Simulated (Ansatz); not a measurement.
H₇N₃OTi, SMILES `[NH2][Ti]([NH2])([NH2])[OH]`. The species carries charge 0 and has multiplicity 1. Geometry: relaxed with PBE0-D4/def2-TZVP. It is one conformer, not always the lowest.

```xyz
12

N    -1.481   -0.878    0.342
Ti    0.141    0.080    0.191
N     1.287   -0.987   -0.869
N    -0.296    1.687   -0.701
O     0.915    0.460    1.779
H    -1.562   -1.811    0.722
H    -2.388   -0.525    0.078
H     0.974   -1.666   -1.546
H     2.293   -1.018   -0.780
H    -0.429    2.564   -0.217
H    -0.191    1.853   -1.691
H     0.737    0.240    2.692
```

**Question.** What is the dipole moment at PBE/def2-TZVPP? (An estimate is asked.)

**Answer.** Ansatz gave: 0.88 D, with components (-0.64, -0.59, 0.10) D in this frame, pointing from negative to positive charge.

**Question.** And with r2SCAN, B3LYP, ωB97M-V? (Best estimate.)

**Answer.** Computed: r2SCAN 0.91 D, B3LYP 0.92 D, ωB97M-V 0.92 D.

**Question.** Give the Mulliken charges with PBE, ωB97M-V, r2SCAN in def2-TZVPP. (Best estimate.)

**Answer.** The calculation gave: 
```csv
atom,PBE,ωB97M-V,r2SCAN
N1,-0.47,-0.43,-0.53
Ti2,0.80,0.89,0.98
N3,-0.48,-0.44,-0.54
N4,-0.47,-0.43,-0.53
O5,-0.45,-0.46,-0.50
H6,0.14,0.11,0.15
H7,0.16,0.13,0.17
H8,0.15,0.12,0.16
H9,0.14,0.11,0.15
H10,0.14,0.11,0.15
H11,0.15,0.12,0.16
H12,0.18,0.17,0.20
```

B3LYP here is the variant with VWN-RPA as its local correlation; programs differ in this.
